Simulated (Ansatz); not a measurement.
Basis-set extrapolation for `CN[SiH2]C=O` (PBE0-D4/def2-TZVP geometry, frozen core, the Gaussian-basis code of Ansatz). Multiplicity 1, RHF reference.

```csv
,def2-TZVPP,def2-QZVPP
HF,-498.148939,-498.168208
MP2 correlation,-0.894296,-0.958491
CCSD(T) correlation,-0.974305,not run
```

Energies in hartree. Use E(X) = E(∞) + A·exp(−7.88·√X) for Hartree–Fock and E(X) = E(∞) + B·X^(−2.97) for correlation, with X = 3 and 4, and add CCSD(T) minus MP2 of the smaller set to the MP2 limit.

Q: What is the CCSD(T) energy at the basis-set limit?

A: HF limit: -498.168208 + (-0.019269) × 0.13774 = -498.17086. MP2 limit: -0.958491 + (-0.064195) × 0.74074 = -1.00604. Higher-order term: -0.974305 − (-0.894296) = -0.08001. Total: -499.25691 hartree, 83.9 kcal/mol below CCSD(T)/def2-TZVPP.
